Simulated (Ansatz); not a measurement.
The first iterations of a band of BrH + FGeH3 (7 atoms, charge 0, multiplicity 1).

These are results of RKS PBE0-D4/def2-mTZVP in Ansatz, not measurements.

- movable images: 9
- climbing image: yes
- spring: 5.0 eV/Å²
- optimiser: quadratic models (default)
- start path: through a guess of the saddle point
- force threshold: 0.05 eV/Å
- iteration limit: 60
- end points: relaxed

First end point:

```xyz
7
Properties=species:S:1:pos:R:3
Ge 0.326 0.000 -0.242
F -0.058 0.000 1.481
H 1.857 0.000 -0.310
H -0.303 1.277 -0.803
H -0.303 -1.277 -0.803
Br -3.353 0.000 1.965
H -1.911 0.000 2.023
```

Last end point:

```xyz
7
Properties=species:S:1:pos:R:3
Ge -0.341 0.000 -0.631
F -0.213 0.000 3.234
H 0.836 0.000 0.345
H -0.409 1.270 -1.483
H -0.409 -1.270 -1.483
Br -2.273 0.000 0.683
H -0.938 0.000 2.645
```

| iteration | highest image above the first end (eV) | largest band force component (eV/Å) |
| --- | --- | --- |
| 1 | 1.747 | 5.004 |
| 2 | 1.107 | 1.949 |
| 3 | 0.930 | 1.147 |

Question: Does the band converge within its limit, and where does its top end?

Answer: The forces met the threshold. It ended after 9 iterations with the highest image 0.881 eV above the first end. A vibrational analysis at the climbing image gives one clearly imaginary mode, 237i cm⁻¹: a first-order saddle point. The orbitals stay closed-shell, which can raise the energy where a bond breaks towards radicals; this wasn't checked here.

Time of the run: 3.9 min on 2 threads of Arm Neoverse V1, with other jobs on the host, peak memory 0.23 GiB.
